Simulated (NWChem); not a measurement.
BaF2; SMILES [F][Ba][F]

```xyz
3

Ba     0.0000     0.0000     0.3077
F      1.8591     0.0000    -0.9573
F     -1.8591     0.0000    -0.9573
```
Atoms are numbered in this order, from 1.

The geometry was optimised at PBE-D3(BJ)/def2-SVP. B3LYP is NWChem's, with the RPA form of VWN correlation. def2 effective core potentials on Ba; no spin-orbit coupling.

Symmetry labels are those of C2v in the frame above (b1 and b2, or b-type labels, depend on it).

### Question
List the 4 lowest vertical singlet excitations and the 4 lowest triplet ones from B3LYP/def2-SVP with def2 effective core potentials on Ba, full TDDFT (NWChem).

### Answer
```csv
state,energy (eV),oscillator strength,symmetry,leading excitation (squared amplitude)
S1,4.84,0.001,b1,HOMO → LUMO (0.99)
S2,5.06,0.004,a1,HOMO−1 → LUMO (0.99)
S3,5.21,0.016,b2,HOMO−2 → LUMO (0.99)
S4,5.38,0.000,a2,HOMO−3 → LUMO (0.99)
T1,4.83,spin-forbidden,b1,HOMO → LUMO (0.99)
T2,5.05,spin-forbidden,a1,HOMO−1 → LUMO (0.99)
T3,5.19,spin-forbidden,b2,HOMO−2 → LUMO (0.99)
T4,5.36,spin-forbidden,a2,HOMO−3 → LUMO (0.98)
```
